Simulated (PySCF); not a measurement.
Delta-SCF ions had no search for a lower state. Excitations are Tamm–Dancoff values on a coarser integration grid. The basis has no diffuse functions, so Rydberg states are missing or too high.

**C$_{4}$H$_{7}$N, SMILES `C#CN(C)C` (charge 0, multiplicity 1)**

Computed with ωB97X-D3(BJ)/def2-TZVP // B3LYP-D3(BJ)/def2-TZVP (PySCF).

The HOMO comes out as -8.34 eV and the dipole moment is 1.74 D. The HOMO–LUMO gap is 11.24 eV and the LUMO is 2.89 eV. The S1 excitation (TDA) is 5.56 eV, the S1 oscillator strength is 0.000 and the brightest of the four lowest singlets (TDA) is 6.47 eV. The T1 excitation (TDA) comes out as 5.25 eV. The S1–T1 gap (TDA) is 0.31 eV. The vertical ionisation energy (Delta-SCF) is 8.22 eV, the total energy is -211.4746 Ha and the cost is very roughly 5 core-minutes.

```xyz
12

C      2.1747    -1.1585     0.0782
C      1.1023    -0.6195    -0.0211
N     -0.0900    -0.0250    -0.1535
C     -1.2334    -0.7150     0.4335
C     -0.1127     1.4287    -0.0339
H      3.1180    -1.6404     0.1301
H     -1.2729    -0.5944     1.5242
H     -2.1514    -0.3129     0.0030
H     -1.1713    -1.7758     0.2008
H      0.7233     1.8482    -0.5892
H     -0.0433     1.7580     1.0114
H     -1.0433     1.8066    -0.4591
```
